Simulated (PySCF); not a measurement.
Vertical excitation energies

Species: C₅H₆FNSi.
SMILES: `F[SiH2][C@@H](C#N)C#CC`

Method used: TDDFT B3LYP/def2-SVPD, vertical, gas phase, core orbitals frozen in the response in PySCF 2.14.0, density-fitted response routines. Geometry: GFN2-xTB, one conformer, isolated molecule. GFN2-xTB frequencies show an imaginary mode (20i cm⁻¹), so this geometry is no minimum at that level. Torsions of this conformer, `[CH3:1][C:2]#[C:3][C@H:4]([C:5]#[N:6])[SiH2:7][F:8]`: C3–C4–Si7–F8 -65°.

**Question.** Predict the UV-vis stick spectrum at this level.

**Answer.** 

| state | λ (nm) | E (eV) | f | main configurations (H = HOMO, L = LUMO) |
| --- | --- | --- | --- | --- |
| S1 | 206.3 | 6.01 | 0.031 | H→L (94%) |
| S2 | 200.3 | 6.19 | 0.0009 | H→L+1 (39%), H-1→L (35%) |
| S3 | 198.3 | 6.25 | 0.0015 | H-1→L (57%), H→L+1 (30%) |
| S4 | 188.3 | 6.59 | 0.0060 | H→L+2 (42%), H-1→L+1 (29%), H→L+1 (9%) |
| S5 | 186.0 | 6.67 | 0.0039 | H→L+3 (44%), H→L+1 (19%), H-1→L+1 (14%) |
| S6 | 181.3 | 6.84 | 0.0014 | H-1→L+2 (64%), H-1→L+5 (10%), H-1→L+1 (8%) |
| S7 | 180.0 | 6.89 | 0.035 | H-1→L+3 (34%), H-1→L+1 (33%), H→L+2 (10%) |
| S8 | 176.8 | 7.01 | 0.036 | H→L+4 (30%), H→L+3 (26%), H-1→L+3 (14%) |

Triplets, Tamm–Dancoff:

```
state  E (eV)  λ (nm)  main configurations (H = HOMO, L = LUMO)
   T1    5.35   231.8       H→L (32%), H→L+5 (17%), H→L+2 (11%)
   T2    5.72   216.6   H→L (31%), H-1→L+1 (24%), H-1→L+3 (13%)
   T3    5.76   215.3     H→L+1 (31%), H-1→L (14%), H→L+3 (13%)
```

The lowest singlet lies at 6.01 eV (206 nm, ultraviolet) and is of moderate strength; its leading configuration is HOMO→LUMO (94%). The largest oscillator strength of a single state is 0.036. Löwdin shares by element: HOMO carbon 81% or more (atoms not listed hold the other 19%); LUMO silicon 37%, hydrogen 24% or more, carbon 9% or more (atoms not listed hold the other 30%). Of the 8 states listed, 3 reach f = 0.01 and none stays under 0.0005. Weighted by f, the mean energy of these states is 6.66 eV. Orbital energies (eV): HOMO-3 -9.63, HOMO-2 -9.29, HOMO-1 -7.83, HOMO -7.55, LUMO -0.69, LUMO+1 -0.16, LUMO+2 0.12. Singlets were solved by full linear response, triplets in the Tamm–Dancoff approximation.

Time: 79 s (with the writing of density and orbital grids); peak memory 0.85 GiB. Hardware: an Arm Neoverse N1 with one thread (shared host).
